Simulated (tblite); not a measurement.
C6H11O (doublet state).
Atom-mapped SMILES: `[CH2:1]=[C:2]([CH3:3])[CH2:4][CH2:5][CH2:6][O:7]` (hydrogens: H8, H9 on C1; H10, H11, H12 on C3; H13, H14 on C4; H15, H16 on C5; H17, H18 on C6)

Structure optimised with GFN2-xTB, isolated species. This method treats the open shell by occupation alone, without spin polarisation.

Task: List the bond lengths, angles and torsions at this level.

Result: 
```json
{"bond": "C1=C2", "length (Å)": "1.328", "order": "double"}
{"bond": "C2–C3", "length (Å)": "1.496", "order": "single"}
{"bond": "C2–C4", "length (Å)": "1.498", "order": "single"}
{"bond": "C4–C5", "length (Å)": "1.538", "order": "single"}
{"bond": "C5–C6", "length (Å)": "1.537", "order": "single"}
{"bond": "C6–O7", "length (Å)": "1.312", "order": "single"}
{"bond": "C1–H8", "length (Å)": "1.077", "order": "single"}
{"bond": "C1–H9", "length (Å)": "1.077", "order": "single"}
{"bond": "C3–H10, C3–H11, C3–H12", "length (Å)": "1.088", "order": "single"}
{"bond": "C4–H13, C4–H14", "length (Å)": "1.092", "order": "single"}
{"bond": "C5–H15, C5–H16", "length (Å)": "1.091", "order": "single"}
{"bond": "C6–H17, C6–H18", "length (Å)": "1.119", "order": "single"}
```

Bonds in one row agree within 0.01 Å and their mean is given. Orders are formal, as drawn. A selection of angles:
```json
{"angle": "C2–C1–H8", "degrees": "122.0"}
{"angle": "C2–C1–H9", "degrees": "121.8"}
{"angle": "H8–C1–H9", "degrees": "116.2"}
{"angle": "C1–C2–C3", "degrees": "122.2"}
{"angle": "C1–C2–C4", "degrees": "121.4"}
{"angle": "C3–C2–C4", "degrees": "116.4"}
{"angle": "C2–C3–H10", "degrees": "110.3"}
{"angle": "C2–C3–H11", "degrees": "110.5"}
{"angle": "H10–C3–H11", "degrees": "107.6"}
{"angle": "H10–C3–H12", "degrees": "109.0"}
{"angle": "C2–C4–C5", "degrees": "111.7"}
{"angle": "C2–C4–H13", "degrees": "110.8"}
{"angle": "C2–C4–H14", "degrees": "109.8"}
{"angle": "C5–C4–H13", "degrees": "107.3"}
{"angle": "C5–C4–H14", "degrees": "108.8"}
{"angle": "H13–C4–H14", "degrees": "108.3"}
{"angle": "C4–C5–C6", "degrees": "108.9"}
{"angle": "C4–C5–H15", "degrees": "109.6"}
{"angle": "C6–C5–H15", "degrees": "108.9"}
{"angle": "H15–C5–H16", "degrees": "109.2"}
{"angle": "C5–C6–O7", "degrees": "116.5"}
{"angle": "C5–C6–H17", "degrees": "107.0"}
{"angle": "C5–C6–H18", "degrees": "110.6"}
{"angle": "O7–C6–H17", "degrees": "108.1"}
{"angle": "O7–C6–H18", "degrees": "111.6"}
{"angle": "H17–C6–H18", "degrees": "101.8"}
```

Torsions: C1–C2–C4–C5 -106° (anticlinal); C2–C4–C5–C6 179° (antiperiplanar); C4–C5–C6–O7 65° (synclinal). The mirror-image conformer, all signs reversed, is as good.

C1 (carbon bonded to C and 2 H) is planar (angles 122.0°, 121.8° and 116.2°, sum 360.0°, 0.00 Å off the plane of its three neighbours). C2 (carbon bonded to 3 C) is planar (angles 122.2°, 121.4° and 116.4°, sum 360.0°, 0.00 Å off the plane of its three neighbours). The C–C distances run from 1.328 Å (C1=C2, drawn double) to 1.538 Å (C4–C5, drawn single), a spread of 0.210 Å. Of the pairs four or more bonds apart, O7···H13 is among the closest relative to their van der Waals radii: 2.66 Å, 98 % of the sum of Bondi's values.

Point group: C1 (no symmetry element, even within 0.4 Å). GFN2-xTB frequencies show an imaginary mode (30i cm⁻¹), so the point is no minimum at that level.

The numbers are calculated, not measured.
